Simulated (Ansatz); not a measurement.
Molecule: CH3F3Sn (charge 0, singlet). 
Coordinates optimised at B3LYP-D3(BJ)/def2-TZVP (Ansatz, a program for electronic structure):
```
Sn
F 1 1.9125
F 1 1.9125 2 104.39
F 1 1.9125 2 104.39 3 109.31
C 1 2.1236 2 114.17 3 -125.34
H 5 1.0869 1 108.14 2 60.00
H 5 1.0869 6 110.77 1 118.34
H 5 1.0869 6 110.77 7 123.32
```
Charge 0, spin multiplicity 1.

Quantity: vertical electron affinity (to the doublet state of charge -1; a negative value means that the extra electron is unbound and the number depends on the basis; each state is the SCF solution reached for its spin; the molecule has degenerate orbitals, so one determinant may break the symmetry), in eV. Cores are frozen in the correlated levels unless marked. Open shells are spin-unrestricted. No spin-orbit coupling. The frozen core is the preceding noble-gas configuration, with the filled d and f shells of earlier blocks. In def2 rows, elements after Kr have scalar-relativistic effective core potentials. Anions need diffuse functions: def2-D sets add few. 

```
level                program  vertical electron affinity (eV)
-------------------  -------  -------------------------------
HF/def2-SVPD          Ansatz                            -0.89
HF/def2-QZVPPD        Ansatz                            -0.54
SVWN5/def2-TZVPD      Ansatz                             0.79
r2SCAN/def2-TZVPD     Ansatz                             0.36
PBE0/def2-TZVPD       Ansatz                             0.38
wB97X-V/def2-TZVPD    Ansatz                             0.13
MP2/def2-TZVPPD       Ansatz                             0.01
SCS-MP2/def2-TZVPPD   Ansatz                            -0.15
CCSD(T)/def2-TZVPPD   Ansatz                             0.04
```
